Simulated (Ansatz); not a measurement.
Basis-set extrapolation for C$_{3}$H$_{8}$MgO (`C[CH](C)[Mg][OH]`) (PBE0-D4/def2-TZVP geometry, frozen core, Ansatz 0.2.0). Multiplicity 1, RHF reference. For Mg the program correlates outer-core shells too, which these sets cover unevenly, so the extrapolated numbers aren't a true limit.

|  | def2-TZVPP | def2-QZVPP |
| --- | --- | --- |
| HF | -392.832690 | -392.851222 |
| MP2 correlation | -0.985046 | -1.080299 |
| CCSD(T) correlation | -1.060771 | not run |

Energies in hartree. Use E(X) = E(∞) + A·exp(−7.88·√X) for Hartree–Fock and E(X) = E(∞) + B·X^(−2.97) for correlation, with X = 3 and 4, and add CCSD(T) minus MP2 of the smaller set to the MP2 limit.

Problem. What is the CCSD(T) energy at the basis-set limit?

Solution. HF limit: -392.851222 + (-0.018532) × 0.13774 = -392.85377. MP2 limit: -1.080299 + (-0.095253) × 0.74074 = -1.15086. Higher-order term: -1.060771 − (-0.985046) = -0.07572. Total: -394.08035 hartree, 490.7 kJ/mol below CCSD(T)/def2-TZVPP.
